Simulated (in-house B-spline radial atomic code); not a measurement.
## Hg III (Hg2+): [He] 2s1 2p6 3s2 3p6 3d10 4s2 4p6 4d10 4f14 5s2 5p6 5d10 6s1 (with a hole in an inner shell)

All numbers are computed (Dirac-Kohn-Sham PBE0, spherical fractional occupations; Fermi nucleus of rms radius 5.4648 fm) with a radial B-spline atomic code at the basis-set limit, not measured.

Effective charges: Z_r = [3n² - l(l+1)]/(2<r>) from the radius, Z_e = n√(-2ε) from the energy, and Slater's rules. Values are occupation-weighted means over j. An effective charge above Z reflects the relativistic contraction of the inner shells.

```tsv
shell	electrons	ε (eV)	<r> (bohr)	Z_r	Z_e	Slater
1s	2	-83533	0.01659	90.44	78.36	79.70
2s	1	-14964	0.06904	86.91	66.33	76.20
2p	6	-13112	0.06243	80.09	62.09	76.20
3s	2	-3622.9	0.1787	75.56	48.95	69.60
3p	6	-3065	0.1792	69.75	45.03	69.60
3d	10	-2423.3	0.1627	64.52	40.04	59.85
4s	2	-831.32	0.3949	60.77	31.27	53.25
4p	6	-643.46	0.418	55.02	27.51	53.25
4d	10	-403.62	0.44	47.73	21.79	41.85
5s	2	-151.72	0.8891	42.18	16.70	23.35
4f	14	-139.92	0.4661	38.62	12.83	30.45
5p	6	-98.956	1.012	36.07	13.48	23.35
5d	10	-35.489	1.356	25.45	8.08	9.85
6s	1	-24.708	2.322	23.26	8.09	5.70
```

The least bound orbital is 6s1/2 at -24.71 eV, and it is also the most diffuse (<r> = 2.322 bohr). The part-filled 2s shell lies below the filled 5d shell in orbital energy.

Spin-orbit splittings of the orbital energies (j = l + 1/2 above j = l - 1/2 when positive): 2p 1968 eV, 3p 443.3 eV, 3d 96.76 eV, 4p 108.1 eV, 4d 20.72 eV, 4f 4.688 eV, 5p 19.59 eV, 5d 2.267 eV.

For the 1s electron the small component carries 9.26 % of the norm, the zero-frequency Breit interaction raises the level by 307.8 eV, self-energy by 203.3 eV, and vacuum polarisation lowers it by 42.09 eV.

Caution: exact exchange at fractional occupations of open shells leaves self-interaction of up to several eV.
